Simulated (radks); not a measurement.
Values are calculated unless marked as measured or tabulated.
Spherical quantum dot in the effective-mass picture: electrons in a hard-walled sphere of radius 5.81, all in effective atomic units (hartree* = m*/eps^2 hartree, bohr* = eps/m* bohr), one dielectric constant everywhere. Level of theory: non-relativistic Kohn-Sham, PBEsol, spin-polarised, spherical densities (a radial shooting solver with Libxc functionals). Levels are named by radial order and angular momentum (1s, 1p, 1d, 2s, ...), and open shells are averaged over m.

N = 4, configuration 1s2 1p(up 2, down 0). This is the lowest configuration that the search found. Occupied and some empty levels:

level,occupation,eigenvalue (hartree*),<r> (bohr*)
1s up,1,0.94734,3.425
1s down,1,0.98839,3.347
1p up,2,1.0542,3.721
1p down,0,1.1013,3.691
1d up,0,1.2172,3.935
1d down,0,1.2673,3.922
2s up,0,1.4249,2.734
1f up,0,1.4274,4.100
2s down,0,1.4438,2.737
1f down,0,1.4791,4.094

Energy (hartree*): total 2.24286, kinetic 0.96938, external 0, Hartree 2.0271, exchange-correlation -0.75359.

Electron density:

r (bohr*),n(r) (e/bohr*^3)
0.292,0.005653
0.582,0.005910
0.872,0.006330
1.16,0.006898
1.45,0.007593
1.74,0.008369
2.03,0.009168
2.32,0.009909
2.61,0.01049
2.90,0.01080
3.19,0.01073
3.48,0.01021
3.77,0.009195
4.06,0.007732
4.35,0.005953
4.64,0.004060
4.93,0.002337
5.22,0.001034
5.51,0.0002533
5.80,5.598e-07
